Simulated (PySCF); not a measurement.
CH3N2S, SMILES [NH]C(N)=S (connectivity only; charge and spin as stated), charge -1, multiplicity 1. Geometry: PBE-D3(BJ)/def2-SVPD. The spin state was assumed, not searched. The isomer is the one that the SMILES or the coordinates give; other isomers of the formula were not compared. One conformer was computed; it need not be the lowest.

Computed with PBE-D3(BJ)/def2-SVPD in PySCF.

Harmonic wavenumbers (cm⁻¹): 360, 407, 464, 520, 657, 683, 767, 1029, 1098, 1282, 1497, 1552, 3433, 3443, 3578. Rotational constants (GHz): 10.87, 5.013, 3.443; symmetry number 1.

**Question.** Work out the zero-point energy and the ideal-gas rigid-rotor harmonic-oscillator thermochemistry at 298.15 K and 1 atm.

**Answer.** ZPE = ½ Σ hcν = ½ × 20770 cm⁻¹ = 124.23 kJ/mol. H − E(el) = 138.17 kJ/mol. Entropy in J/(mol K): translation 162.61, rotation 104.40, vibration 19.03, total 286.04. G − E(el) = 52.89 kJ/mol. Cp = 70.71 J/(mol K).
